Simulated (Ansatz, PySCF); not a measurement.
Molecule: aminomethylgermylmethanamine, C2H10GeN2, net charge 0, singlet state. SMILES: N[CH2][GeH2][CH2]N
Geometry from a B3LYP-D3(BJ)/def2-TZVP (Ansatz, an electronic-structure program) optimisation:
```xyz
15

N      1.8127     1.3874     0.2156
C      1.5113     0.2044    -0.5961
Ge     0.0101    -0.8074     0.2080
C     -1.5192     0.4315     0.4323
N     -1.8433     1.0677    -0.8481
H      2.5949     1.9076    -0.1649
H      1.0248     2.0220     0.2567
H      1.2741     0.4150    -1.6479
H      2.3830    -0.4521    -0.5946
H      0.4300    -1.3632     1.5838
H     -0.3884    -1.9684    -0.7254
H     -2.3753    -0.1642     0.7534
H     -1.2934     1.1296     1.2500
H     -1.0703     1.6217    -1.1955
H     -2.6397     1.6885    -0.7616
```

Quantity: vertical triplet-singlet gap, E(triplet) - E(singlet), in eV. Set-up: LANL2DZ with its own core potentials from Na on; each state is the SCF solution reached for its charge and spin; UHF or UKS for open shells; spin-orbit terms left out; non-relativistic; no dispersion term unless named; 6-31G* and kin with 6d, 5d where marked. Ab initio and DFT rows: single points at B3LYP-D3(BJ) geometries (Ansatz). Levels can end on unlike triplets.

```
level                                    program  vertical triplet-singlet gap, E(triplet) - E(singlet) (eV)
---------------------------------------  -------  ----------------------------------------------------------
HF/6-31G*                                 Ansatz                                                        6.41
PBE/6-31G*                                Ansatz                                                        5.42
B3LYP/3-21G                               Ansatz                                                        6.16
B3LYP/6-31G*                              Ansatz                                                        6.07
B3LYP/6-31G* with LANL2DZ past Ar         Ansatz                                                        6.11
M06-2X/6-31G* with LANL2DZ past Ar (5d)    PySCF                                                        6.57
PBE/def2-TZVPD                            Ansatz                                                        4.70
wB97M-V/def2-TZVPD                        Ansatz                                                        5.79
wB97X-V/def2-TZVPD                        Ansatz                                                        5.88
```

No value to compare with is used here. The 6 habitual levels span 5.42 (PBE/6-31G*) to 6.57 eV (M06-2X/6-31G* with LANL2DZ past Ar (5d)); wB97X-V/def2-TZVPD gives 5.88.

The levels are drawn from those run, B3LYP/6-31G* more often than the rest, none by its result; left out are runs that failed, that the program found above a lower state of the same kind, or whose <S^2> lies over 0.5 above the pure value.
